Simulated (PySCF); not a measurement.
SMILES OB(O)[SiH2][SiH2]F (H6BFO2Si2) at its GFN2-xTB optimised geometry (Å):

```
12

O      1.5615    -1.3364     0.0000
B      0.2032    -1.3364     0.0000
O     -0.4063    -2.5407    -0.0042
Si    -0.9546     0.2770     0.0000
Si     0.2827     2.2048    -0.3555
F      1.8392     1.7149    -0.1936
H      2.0262    -0.5001    -0.0072
H      0.1847    -3.2977    -0.0042
H     -1.6964     0.4684     1.2628
H     -2.0262     0.2555    -1.0121
H      0.2398     3.2977     0.6120
H      0.3318     2.8051    -1.6872
```

Calculation: PySCF with CAM-B3LYP/def2-TZVP. Cells within 0.4 Å of a nucleus heavier than hydrogen are left out (blank, or x).

Map of the log10 of the electron density (e/bohr³), floored at −4 on the plane z = 0.0 Å:

```
|000000000000000000000000000|
|000000000000011000000000000|
|000000000001222210000000000|
|000000000012344421000000000|
|000000000024566542100000000|
|000000000134677653320000000|
|000000000235677655442000000|
|000000001345688777754200000|
|00000001235679x789975200000|
|00000012345677779xx85300000|
|000001245567776689975200000|
|000002346678776567653200000|
|0000024567xx876545543100000|
|00000235679x876556653100000|
|000001345677877678864100000|
|000001234567887899864200000|
|0000001234567xx8xx964200000|
|00000001245788889x864200000|
|000000012468997677653100000|
|000000013579x97555532000000|
|000000002468998543321000000|
|000000002356788532100000000|
|000000001234565421000000000|
|000000000012343210000000000|
|000000000000111100000000000|
|000000000000000000000000000|
|000000000000000000000000000|
```
Scale: ten equal steps from -4.00 (start of '0') to -0.148 (end of '9'), in the order '0123456789'; x runs from -5.50 to 5.50, y from -5.50 (bottom) to 5.50 (top).
